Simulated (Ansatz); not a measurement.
Molecule: C4H9O2, charge 0, multiplicity 2. It need not be the lowest isomer of its formula. 
Geometry from a B3LYP-D3(BJ)/def2-TZVP (Ansatz, an electronic-structure program) optimisation:
```
C
O 1 1.3886
H 1 1.1049 2 110.53
C 2 1.4198 1 114.23 3 51.02
H 4 1.0880 2 106.62 1 -175.09
H 4 1.0913 5 109.71 2 120.71
H 4 1.0969 5 109.17 6 119.59
O 1 1.4376 3 107.04 2 117.25
C 8 1.4126 1 114.26 3 39.25
H 9 1.0887 8 106.95 1 -173.85
H 9 1.0956 10 108.67 8 121.27
H 9 1.0977 10 108.98 11 118.21
C 1 1.4810 3 111.42 8 122.07
H 13 1.0797 1 120.57 3 -36.52
H 13 1.0801 14 119.80 1 170.00
```
Charge 0, spin multiplicity 2.

Basis-set convergence of Hartree-Fock and CCSD(T) correlation energies (hartree) with Ansatz. Cores are frozen in the correlated levels unless marked. UHF or UKS for open shells. No spin-orbit coupling. Non-relativistic.

```json
[
 {"basis": "cc-pVDZ", "functions": "129", "E(HF)": "-306.37824", "E(corr, CCSD(T))": "-1.00066"},
 {"basis": "cc-pVTZ", "functions": "306", "E(HF)": "…", "E(corr, CCSD(T))": "…"}
]
```

What belongs in the gaps?


- cc-pVTZ, E(HF): -306.47287
- cc-pVTZ, E(corr, CCSD(T)): -1.23239
